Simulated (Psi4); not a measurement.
C₇H₁₅ (SMILES [CH2]CCCCCC), doublet, at a GFN2-xTB geometry; Psi4 with CISD/6-31G.

Here is a job for Psi4.
```
memory 2 GB

molecule {
0 2
  C    -3.79960200    0.59362564    0.17025219
  C    -2.63710761   -0.30239899    0.24571129
  C    -1.30646791    0.45745751    0.01330876
  C    -0.10284843   -0.47579306    0.09242423
  C     1.21013348    0.27000167   -0.13618399
  C     2.41919583   -0.65937307   -0.05815621
  C     3.72585021    0.09031963   -0.28700034
  H    -4.10658725    1.15965248    1.02828649
  H    -4.23791651    0.83713884   -0.77813112
  H    -2.70957675   -1.08536757   -0.51386921
  H    -2.58275255   -0.77391729    1.23058190
  H    -1.21309436    1.24403298    0.76466387
  H    -1.33906876    0.93466961   -0.96809833
  H    -0.20528774   -1.26411589   -0.65732188
  H    -0.07940277   -0.95497214    1.07421017
  H     1.31303744    1.05841198    0.61327833
  H     1.18718533    0.74934894   -1.11780174
  H     2.31696880   -1.44747700   -0.80776773
  H     2.44282725   -1.13839836    0.92339967
  H     4.57318442   -0.58881017   -0.22735253
  H     3.72984096    0.55881790   -1.26883953
  H     3.85572110    0.86794977    0.46262601
}

set basis 6-31g
set reference uhf

energy('cisd')
print_variables()
```

The log (banner, timings and long lists left out):

```
Traceback (most recent call last):
  File "psi4", line 375, in <module>
  File "<string>", line 43, in <module>
  File "site-packages/psi4/driver/driver.py", line 461, in energy
  File "site-packages/psi4/driver/task_planner.py", line 255, in task_planner
  File "site-packages/psi4/driver/driver_util.py", line 222, in negotiate_derivative_type
  File "site-packages/psi4/driver/driver_util.py", line 355, in highest_analytic_derivative_available

psi4.driver.p4util.exceptions.MissingMethodError: Method=cisd is not available for any derivative level under conditions CI_TYPE=CONV, REFERENCE=UHF, FREEZE_CORE=FALSE, QC_MODULE=(auto). See https://psicode.org/psi4manual/master/introduction.html#ss-cisd. Or did you mean? ccd ccsd cisdt cisdtq qcisd lccsd ci2 ci3 ci4 ci5 ci6 ci7 ci8 ci9 ci10 ci11 ci12 ci13 ci14 ci15 ci16 ci17 ci18 ci19 ci20 ci21 ci22 ci23 ci24 ci25 ci26 ci27 ci28 ci29 ci30 ci31 ci32 ci33 ci34 ci35 ci36 ci37 ci38 ci39 ci40 ci41 ci42 ci43 ci44 ci45 ci46 ci47 ci48 ci49 ci50 ci51 ci52 ci53 ci54 ci55 ci56 ci57 ci58 ci59 ci60 ci61 ci62 ci63 ci64 ci65 ci66 ci67 ci68 ci69 ci70 ci71 ci72 ci73 ci74 ci75 ci76 ci77 ci78 ci79 ci80 ci81 ci82 ci83 ci84 ci85 ci86 ci87 ci88 ci89 ci90 ci91 ci92 ci93 ci94 ci95 ci96 ci97 ci98

Printing out the relevant lines from the Psithon --> Python processed input file:
      H     3.85572110    0.86794977    0.46262601
    """)
    core.IO.set_default_namespace("")
    core.set_global_option("BASIS", "6-31g")
    core.set_global_option("REFERENCE", "uhf")
--> energy('cisd')
    print_variables()

!----------------------------------------------------------------------------------!
!                                                                                  !
!  Method=cisd is not available for any derivative level under conditions          !
!     CI_TYPE=CONV, REFERENCE=UHF, FREEZE_CORE=FALSE, QC_MODULE=(auto). See        !
!     https://psicode.org/psi4manual/master/introduction.html#ss-cisd. Or did you  !
!     mean? ccd ccsd cisdt cisdtq qcisd lccsd ci2 ci3 ci4 ci5 ci6 ci7 ci8 ci9 ci10 !
!     ci11 ci12 ci13 ci14 ci15 ci16 ci17 ci18 ci19 ci20 ci21 ci22 ci23 ci24 ci25   !
!     ci26 ci27 ci28 ci29 ci30 ci31 ci32 ci33 ci34 ci35 ci36 ci37 ci38 ci39 ci40   !
!     ci41 ci42 ci43 ci44 ci45 ci46 ci47 ci48 ci49 ci50 ci51 ci52 ci53 ci54 ci55   !
!     ci56 ci57 ci58 ci59 ci60 ci61 ci62 ci63 ci64 ci65 ci66 ci67 ci68 ci69 ci70   !
!     ci71 ci72 ci73 ci74 ci75 ci76 ci77 ci78 ci79 ci80 ci81 ci82 ci83 ci84 ci85   !
!     ci86 ci87 ci88 ci89 ci90 ci91 ci92 ci93 ci94 ci95 ci96 ci97 ci98             !
!                                                                                  !
!----------------------------------------------------------------------------------!
```

The program refused the input.
